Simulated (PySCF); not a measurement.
A run for PySCF: U-HF/LANL2DZ on GeH4Si (SMILES [SiH3][GeH]), a point of a bond scan (R = 1.786 Å).

```python
from pyscf import gto, scf, dft, mp
from pyscf.data.elements import chemcore

mol = gto.M(
    atom='''
    Ge    0.02685858    0.67888508    0.55005831
    H    -0.44427669    1.55316857   -0.70383312
    Si   -0.02124929   -1.29644312   -0.93386225
    H     1.09423289   -1.04594337   -2.30661625
    H    -1.39240712   -1.47710314   -1.48487088
    H     0.36638007   -2.56249089   -0.26126659
    ''',
    basis='lanl2dz',
    ecp={'Ge': 'lanl2dz', 'Si': 'lanl2dz'},
    charge=0, spin=0, verbose=3, max_memory=1800)
mf = scf.UHF(mol)
mf.conv_tol = 1e-8
mf.max_cycle = 100
mf.init_guess_breaksym = True
mf.kernel()
if not mf.converged:
    mf = mf.newton().run(mf.mo_coeff, mf.mo_occ)
for _ in range(4):
    mo, _, stable, _ = mf.stability(return_status=True)
    if stable:
        break
    mf.kernel(mf.make_rdm1(mo, mf.mo_occ))
```

The log:

```
converged SCF energy = -9.61976425639899  <S^2> = 1.6561364e-06  2S+1 = 1.0000033
<class 'pyscf.scf.uhf.UHF'> wavefunction has an internal instability
converged SCF energy = -9.62071603334277  <S^2> = 0.23618902  2S+1 = 1.3945451
<class 'pyscf.scf.uhf.UHF'> wavefunction is stable in the internal stability analysis
```

Self-consistency was reached. Its determinant has ⟨S²⟩ = 0.24, a mixture of spin states.

Cost: roughly 0.7 core-seconds.
